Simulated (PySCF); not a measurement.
Constitutional and geometric isomers with formula CH3BN2. All species are isolated molecules in the gas phase. One relaxed conformer stands for each flexible species; it need not be the lowest. Strings in code marks are SMILES.

The four lowest singlet excitations (Tamm–Dancoff). Method: r2SCAN-D4/def2-TZVP (PySCF). Excitations are Tamm–Dancoff values on a coarser integration grid. The basis has no diffuse functions, so Rydberg states are missing or too high.

```tsv
state	energy (eV)	wavelength (nm)	oscillator strength
S1	4.90	253	0.001
S2	6.13	202	0.105
S3	7.03	176	0.000
S4	7.20	172	0.002
```

**Question.** Identify which member gives these states.
A) `[H]/N=C\N=B`
B) `BNC#N`
C) `[H]/N=B/N=C`
D) `BN=C=N`

**Answer.** D, `BN=C=N`
